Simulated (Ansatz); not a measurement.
Cartesian coordinates (Å):
SMILES: [SiH2][SiH3]
```xyz
7

Si     1.3128    -0.3127     0.2759
Si    -0.9653     0.0238    -0.0389
H      2.0703    -0.6127    -0.9699
H      1.9971     0.7679     1.0374
H     -1.5422    -1.1713    -0.7093
H     -1.6164     0.1985     1.2863
H     -1.2602     1.2228    -0.8728
```
Charge 0, spin multiplicity 2.

Method: Ansatz (a quantum-chemistry and plane-wave program) with frozen-core CCSD(T)/def2-TZVPP // PBE0-D4/def2-TZVP.

| Quantity | Value |
|---|---|
| HF energy | -580.74859 Ha |
| MP2 correlation energy | -0.23880 Ha |

Q: Estimate the CCSD correlation energy, the (T) correction, the total energy and the T1 diagnostic.

A: 
CCSD correlation energy: -0.28581 Ha
(T) correction: -0.00908 Ha
CCSD(T) total energy: -581.04348 Ha
T1 diagnostic: 0.015
